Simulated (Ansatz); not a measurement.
Born–Oppenheimer molecular dynamics of H6W (7 atoms, charge 0, multiplicity 1). It starts at the highest image of a converged band. Of that band: The profile has 2 maxima (images 1, 6) with wells between them (image 2): this band takes more than one step, which may be the mechanism or a detour left from its start path. A structure lower than the first end lies on the path between it and the top, so the climb from that side starts below the end, which may itself be a saddle point or a shallow side well. A vibrational analysis at the climbing image gives 2 clearly imaginary modes (184i, 133i cm⁻¹): a point of higher order, so a lower path passes nearby.

Theory: RKS BLYP/def2-SVP (Ansatz).

* ensemble: NVE (velocity Verlet)
* time step: 0.5 fs
* steps asked: 200
* starting velocities drawn for: 100 K
* seed: 6899

Frames 1 fs apart, positions in Å, forces in eV/Å.

Velocities at 65 fs (Å/ps):

```
W -0.15 -0.03 -0.16
H 13.07 -8.92 8.25
H 15.97 3.42 10.44
H -2.92 6.92 -1.24
H -1.65 -3.89 -0.47
H -1.54 1.85 11.78
H 4.25 6.21 1.02
```

```xyz
7
Properties=species:S:1:pos:R:3:forces:R:3 time_fs=65 energy_less_start_eV=0.014 T=79
W -0.432 -0.021 -0.434 -0.05 -0.18 -0.43
H 2.087 0.383 1.920 0.49 -0.67 0.32
H 2.505 -0.239 2.185 -0.47 0.69 -0.30
H 0.044 1.373 0.389 0.14 0.33 0.25
H -2.126 -0.237 -0.377 -0.14 -0.02 -0.02
H 0.404 -1.328 0.280 0.06 -0.12 0.04
H -0.144 0.150 -2.131 -0.04 -0.05 0.14
7
Properties=species:S:1:pos:R:3:forces:R:3 time_fs=66 energy_less_start_eV=0.001 T=99
W -0.432 -0.021 -0.434 -0.05 -0.12 -0.34
H 2.102 0.371 1.930 0.26 -0.32 0.18
H 2.519 -0.233 2.195 -0.23 0.34 -0.15
H 0.042 1.382 0.389 0.11 0.24 0.20
H -2.129 -0.241 -0.377 -0.10 -0.01 -0.03
H 0.402 -1.327 0.292 0.04 -0.08 0.01
H -0.140 0.156 -2.129 -0.04 -0.06 0.13
7
Properties=species:S:1:pos:R:3:forces:R:3 time_fs=67 energy_less_start_eV=-0.003 T=105
W -0.432 -0.021 -0.434 -0.05 -0.04 -0.21
H 2.120 0.356 1.941 -0.15 0.28 -0.09
H 2.530 -0.223 2.202 0.18 -0.25 0.11
H 0.041 1.393 0.390 0.08 0.12 0.13
H -2.132 -0.245 -0.378 -0.04 -0.01 -0.03
H 0.402 -1.326 0.304 0.02 -0.03 -0.02
H -0.137 0.161 -2.126 -0.03 -0.07 0.11
7
Properties=species:S:1:pos:R:3:forces:R:3 time_fs=68 energy_less_start_eV=0.007 T=90
W -0.433 -0.021 -0.434 -0.05 0.05 -0.05
H 2.136 0.344 1.952 -0.50 0.75 -0.31
H 2.544 -0.216 2.211 0.53 -0.73 0.33
H 0.040 1.405 0.393 0.03 -0.03 0.05
H -2.135 -0.250 -0.379 0.02 0.00 -0.04
H 0.401 -1.326 0.316 0.00 0.02 -0.05
H -0.133 0.166 -2.122 -0.03 -0.07 0.07
7
Properties=species:S:1:pos:R:3:forces:R:3 time_fs=69 energy_less_start_eV=0.008 T=89
W -0.433 -0.021 -0.434 -0.05 0.14 0.11
H 2.147 0.339 1.959 -0.49 0.72 -0.30
H 2.562 -0.216 2.223 0.52 -0.69 0.33
H 0.040 1.416 0.397 -0.01 -0.16 -0.02
H -2.139 -0.254 -0.381 0.07 0.00 -0.05
H 0.400 -1.325 0.327 -0.02 0.07 -0.08
H -0.130 0.170 -2.118 -0.01 -0.07 0.02
7
Properties=species:S:1:pos:R:3:forces:R:3 time_fs=70 energy_less_start_eV=0.001 T=99
W -0.433 -0.021 -0.434 -0.06 0.22 0.26
H 2.155 0.341 1.964 -0.12 0.21 -0.07
H 2.585 -0.221 2.238 0.15 -0.19 0.09
H 0.040 1.426 0.400 -0.04 -0.28 -0.09
H -2.142 -0.258 -0.383 0.11 0.01 -0.05
H 0.399 -1.324 0.338 -0.04 0.10 -0.11
H -0.127 0.173 -2.113 0.00 -0.08 -0.03
7
Properties=species:S:1:pos:R:3:forces:R:3 time_fs=71 energy_less_start_eV=0.007 T=89
W -0.433 -0.021 -0.435 -0.07 0.27 0.38
H 2.160 0.344 1.969 0.31 -0.34 0.21
H 2.610 -0.229 2.253 -0.28 0.36 -0.18
H 0.039 1.434 0.403 -0.06 -0.36 -0.13
H -2.143 -0.262 -0.385 0.14 0.01 -0.05
H 0.398 -1.322 0.348 -0.05 0.13 -0.13
H -0.124 0.176 -2.109 0.01 -0.08 -0.08
7
Properties=species:S:1:pos:R:3:forces:R:3 time_fs=72 energy_less_start_eV=0.019 T=71
W -0.433 -0.021 -0.435 -0.08 0.31 0.45
H 2.169 0.344 1.975 0.55 -0.63 0.36
H 2.632 -0.233 2.267 -0.52 0.65 -0.33
H 0.038 1.438 0.404 -0.07 -0.40 -0.15
H -2.144 -0.266 -0.388 0.15 0.01 -0.05
H 0.396 -1.319 0.356 -0.05 0.13 -0.14
H -0.121 0.178 -2.105 0.03 -0.08 -0.12
7
Properties=species:S:1:pos:R:3:forces:R:3 time_fs=73 energy_less_start_eV=0.017 T=75
W -0.433 -0.021 -0.435 -0.09 0.32 0.47
H 2.183 0.339 1.984 0.50 -0.57 0.33
H 2.649 -0.231 2.278 -0.48 0.59 -0.31
H 0.036 1.438 0.404 -0.07 -0.39 -0.15
H -2.143 -0.270 -0.392 0.14 0.01 -0.05
H 0.394 -1.314 0.363 -0.04 0.11 -0.14
H -0.118 0.179 -2.103 0.04 -0.08 -0.15
7
Properties=species:S:1:pos:R:3:forces:R:3 time_fs=74 energy_less_start_eV=0.004 T=93
W -0.434 -0.021 -0.435 -0.10 0.31 0.44
H 2.202 0.328 1.997 0.18 -0.17 0.12
H 2.661 -0.224 2.286 -0.16 0.19 -0.10
H 0.033 1.435 0.402 -0.06 -0.34 -0.13
H -2.140 -0.274 -0.396 0.11 0.01 -0.05
H 0.392 -1.308 0.368 -0.02 0.08 -0.13
H -0.114 0.179 -2.102 0.04 -0.08 -0.16
7
Properties=species:S:1:pos:R:3:forces:R:3 time_fs=75 energy_less_start_eV=0.004 T=95
W -0.434 -0.021 -0.435 -0.10 0.27 0.35
H 2.222 0.316 2.010 -0.29 0.39 -0.17
H 2.673 -0.215 2.293 0.31 -0.37 0.19
H 0.030 1.428 0.399 -0.04 -0.26 -0.08
H -2.137 -0.277 -0.400 0.07 0.01 -0.04
H 0.389 -1.302 0.373 0.01 0.04 -0.10
H -0.110 0.179 -2.102 0.05 -0.08 -0.14
7
Properties=species:S:1:pos:R:3:forces:R:3 time_fs=76 energy_less_start_eV=0.011 T=85
W -0.434 -0.021 -0.435 -0.11 0.21 0.21
H 2.239 0.307 2.022 -0.61 0.74 -0.37
H 2.687 -0.210 2.302 0.63 -0.72 0.39
H 0.027 1.419 0.396 -0.01 -0.14 -0.02
H -2.132 -0.281 -0.405 0.01 0.00 -0.03
H 0.386 -1.295 0.376 0.04 -0.01 -0.07
H -0.105 0.178 -2.104 0.04 -0.08 -0.11
```

Of the whole run (100 fs, mean temperature of the second half 95 K): The conserved energy stayed within 0.098 meV per atom of its start (net change 0.073 meV per atom), so the integration is sound. A run of 0.1 ps of so small a system gives no equilibrium averages. The orbitals stay closed-shell, which can raise the energy where a bond breaks towards radicals; this wasn't checked here.

Time of the run: 11 min on 1 thread of Arm Neoverse V2 (shared host), peak memory 0.11 GiB.
